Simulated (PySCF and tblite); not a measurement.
4 constitutional isomers of C7H5N:

| isomer | SMILES |
| --- | --- |
| A | [CH2:1]=[C:2]1[CH:3]=[CH:4][C:5]([C:6]#[N:7])=[CH:8]1 |
| B | [CH:1]#[C:2][c:3]1[cH:4][cH:5][cH:6][n:7][cH:8]1 |
| C | [N:1]#[C:2][CH:3]=[C:4]1[CH:5]=[CH:6][CH:7]=[CH:8]1 |
| D | [N:1]#[C:2][c:3]1[cH:4][cH:5][cH:6][cH:7][cH:8]1 |

Measured ¹³C shifts of one of them (ppm against TMS, one entry a carbon; solvent CDCl3; Stadelmann, Balmer, Riniker, Ebert, PCCP 2022): 132.8, 132.2, 132.2, 129.1, 129.1, 118.9, 112.5.

Each isomer is a Boltzmann average at 298.15 K over at most 6 conformers: GFN2-xTB geometries, energies B3LYP/def2-SVP (IEF-PCM, chloroform) (D3(BJ) added where defined), GIAO shieldings B97-2/pcSseg-1 (IEF-PCM, chloroform), GFN2-xTB thermal terms. Programs: PySCF with density fitting and tblite.

Computed shifts in falling order:

```
carbon  measured      A      B      C      D
     1     132.8  154.1  157.8  169.5  138.3
     2     132.2  145.0  152.8  145.0  138.3
     3     132.2  144.2  145.9  143.8  137.6
     4     129.1  137.8  126.7  128.3  132.8
     5     129.1  129.8  120.5  126.0  132.8
     6     118.9  122.6   89.5  122.8  125.6
     7     112.5  118.0   84.5  107.8  112.9
```

**Question.** Which structure fits the measured spectrum?

**Answer.** After a straight-line fit of each column to the measured values (slope held to 0.85 to 1.15; an offset alone for few or close values), with errors scored by one-sided Student-t tails (width 1.5 ppm, 10 degrees of freedom):

```json
{"isomer": "A", "slope": "1.000", "mean error (ppm)": "5.25", "largest error": "12.1", "P (%)": "0.0"}
{"isomer": "B", "slope": "1.000", "mean error (ppm)": "18.05", "largest error": "28.1", "P (%)": "0.0"}
{"isomer": "C", "slope": "1.000", "mean error (ppm)": "10.54", "largest error": "28.7", "P (%)": "0.0"}
{"isomer": "D", "slope": "1.000", "mean error (ppm)": "1.63", "largest error": "4.1", "P (%)": "100.0"}
```

The score favours D, which is the compound measured. Its computed assignment: ¹H (against TMS): 8.13 (H4/H8, 2H), 8.05 (H6, 1H), 7.92 (H5/H7, 2H). ¹³C (against TMS): 138.3 (C4/C8), 137.6 (C6), 132.8 (C5/C7), 125.6 (C2), 112.9 (C3).

Shifts are unscaled: against experiment ¹³C can be off by 15 ppm or more and ¹H by 0.8 ppm.
